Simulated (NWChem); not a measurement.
# VO, quartet; SMILES [V]=[O]

Program: NWChem. Pople sets run with spherical d functions. Spin-unrestricted. No stability test was run on the SCF state. Each level has its own optimisation; frequencies are unscaled.

For level UHF/3-21G:

r O–V (Å): 1.794
highest harmonic frequency (cm⁻¹): 784
dipole (D): 1.50

Task: Estimate the same quantities for level B3LYP/6-31G*.

Result: The r O–V (Å) comes out as 1.569. The highest harmonic frequency (cm⁻¹) is 1114 and the dipole (D) is 2.88.
